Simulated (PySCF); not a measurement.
From one molecule to another.

First species: C₇H₉NS.
InChI=1S/C7H9NS/c1-6(4-8)9-5-7-2-3-7/h7H,1-3,5H2

Second species: C6H12N2Si2.
SMILES: `N[SiH2][SiH2]NC1=CC=CC=C1`

Levels: PBE0/pcSseg-1 for dipole moment, HOMO energy, LUMO energy and HOMO–LUMO gap; GFN2-xTB for rotational constant A and rotational constant C. Geometries: GFN2-xTB. Each structure is a single optimised conformer of the isolated species, non-relativistic unless stated; the electronic structure was computed with PySCF and density fitting.

The conformers computed, where there is a choice (atom-mapped SMILES and torsion angles):
- `[CH2:1]=[C:2]([C:3]#[N:4])[S:5][CH2:6][CH:7]1[CH2:8][CH2:9]1`: C1–C2–S5–C6 178°, C2–S5–C6–C7 -179°, S5–C6–C7–C8 -83°
- `[NH2:1][SiH2:2][SiH2:3][NH:4][c:5]1[cH:6][cH:7][cH:8][cH:9][cH:10]1`: N1–Si2–Si3–N4 -9°, Si2–Si3–N4–C5 -51°, Si3–N4–C5–C6 169°, H–N1–Si2–Si3 46°, H–N1–Si2–Si3 -175°

Values for the first species:

```
Dipole moment         : 2.44 D
HOMO energy           : -6.72 eV
LUMO energy           : -1.51 eV
HOMO–LUMO gap         : 5.21 eV
Rotational constant A : 2.823 GHz
Rotational constant C : 0.629 GHz
```

Task: Estimate the same properties for the second species, and the change in each.

Result: 
```tsv
property	first	second	second less first
dipole moment	2.44 D	0.78 D	-1.66 D
HOMO energy	-6.72 eV	-6.01 eV	+0.71 eV
LUMO energy	-1.51 eV	-0.58 eV	+0.93 eV
HOMO–LUMO gap	5.21 eV	5.43 eV	+0.22 eV
rotational constant A	2.823 GHz	1.747 GHz	-1.076 GHz
rotational constant C	0.629 GHz	0.523 GHz	-0.106 GHz
```

On the first: A dipole of 2.44 D is allowed in C1, and pure rotational transitions are dipole-allowed. The dipole equals about 8.1 × 10⁻³⁰ C·m (1 D = 3.33564 × 10⁻³⁰ C·m).

On the second: In atomic units the dipole is 0.31 e·bohr (1 au = 2.5417 D).
